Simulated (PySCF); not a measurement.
4-sulfanylbutanal (C₄H₈OS), SMILES O=CCCCS.

Geometry: PBE0-D3(BJ)/def2-SVP. The values are those of a single conformer.

Level of theory: PySCF with PBE0-D3(BJ)/def2-SVP.

Frequencies are harmonic and unscaled.

Q: Estimate the vibrational spectrum. (An estimate is asked for; the answer gives what the named calculation found.)

A: 
```csv
mode,ν (cm⁻¹),IR (km/mol),moving atoms (share of kinetic energy)
1,58,1.5,"O 36 %, C 34 %, H 26 %"
2,63,1.2,"C 35 %, O 26 %, H 22 %, S 17 %"
3,108,7.6,"H 37 %, C 33 %, S 26 %"
4,160,17.3,"H 82 %, C 11 %"
5,253,1.5,"C 50 %, H 46 %"
6,266,4.6,"C 44 %, S 26 %, H 25 %"
7,425,1.8,"C 55 %, H 28 %, O 13 %"
8,519,16.3,"C 38 %, H 34 %, O 26 %"
9,689,0.3,"C 45 %, H 33 %, S 22 %"
10,764,2.1,"H 64 %, C 29 %"
11,797,4.2,"H 70 %, C 29 %"
12,908,2.0,"H 74 %, C 24 %"
13,912,12.2,"H 78 %, C 17 %"
14,995,6.1,"C 61 %, H 37 %"
15,1062,0.7,"H 69 %, C 29 %"
16,1080,16.8,"C 51 %, H 48 %"
17,1128,9.0,"C 66 %, H 33 %"
18,1169,2.7,"H 69 %, C 29 %"
19,1220,2.0,"H 71 %, C 28 %"
20,1273,9.7,"H 76 %, C 24 %"
21,1288,7.5,"H 70 %, C 29 %"
22,1328,16.0,"H 85 %, C 15 %"
23,1393,4.4,"H 60 %, C 39 %"
24,1423,9.3,"H 77 %, C 15 %"
25,1434,4.3,"H 90 %, C 10 %"
26,1457,14.2,H 92 %
27,1463,2.4,"H 90 %, C 10 %"
28,1893,213.3,"C 61 %, O 37 %"
29,2722,3.8,H 97 %
30,2874,121.4,H 92 %
31,3040,5.0,H 94 %
32,3053,17.8,H 94 %
33,3073,16.9,H 94 %
34,3106,11.8,"H 91 %, C 9 %"
35,3142,9.4,"H 90 %, C 10 %"
36,3146,6.3,"H 91 %, C 9 %"
```
